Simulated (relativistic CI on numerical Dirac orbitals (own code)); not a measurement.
Hyperfine structure of Rb7+, mass number 85

Calculated at this level of theory: Dirac-Coulomb-Breit CI, separate exchange-only KLI orbitals for each configuration, model QED, unscaled Slater integrals (own radial code, finite nucleus).

CI space (outside the closed core [Ar] 3d10): 4s2, 4s 4p, 4p2, 4s 4d, 4d2, 4s 4f, 4p 4d, 4p 5s, 4s 5s, 4f2, 4p 4f, 4s 5p, 4s 5d, 4d 5s, 4s 6s, 4d 4f. Levels of other configurations are missing.

Nuclear spin I = 5/2, μ = 1.35306 μN, Q = 0.276 b (tables of Stone and Pyykkö). The electronic factors are computed for point nuclear moments, without core polarisation or the Bohr-Weisskopf and QED corrections.

| Level | E (cm⁻¹) | A (MHz) | B (MHz) |
| --- | --- | --- | --- |
| 4s 4p 3P°_1 | 130739 | 9283 | -523 |
| 4s 4p 3P°_2 | 138775 | 6475 | 1010 |
| 4s 4p 1P°_1 | 193592 | 525.4 | 963 |
| 4p2 1D_2 | 309455 | 2063 | 1030 |
| 4p2 3P_1 | 310245 | -173.6 | 499 |
| 4p2 3P_2 | 320605 | 972.3 | -313 |
| 4s 4d 3D_1 | 392777 | -5307 | 56.6 |
| 4s 4d 3D_2 | 393357 | 2283 | 80.7 |

Levels with J = 0, under 50 % of one LS term, or S terms without an open s electron are left out. Small factors come from cancelling terms and can be off by tens of per cent or more.

At this charge configurations can still be misplaced by up to about 7 % of their energy. 18 of the 21 excited levels that our extract of the measured tables holds in this range could be paired (the sources list more); they are missed by 2914 cm⁻¹ on average and 4027 at most, and levels without a partner can miss by more.

Q: Give the hyperfine levels of 4s 4p 3P°_1 relative to its centre of gravity.

A: With K = F(F + 1) − I(I + 1) − J(J + 1), E = AK/2 + B[¾K(K + 1) − I(I + 1)J(J + 1)]/[2I(2I − 1)J(2J − 1)]: F = 3/2: -32860, F = 5/2: -8865, F = 7/2: 23080 MHz.

LS names give the leading component of a level, which can be under half, so a name can repeat, a term be missing and a line seem to break the LS rules.
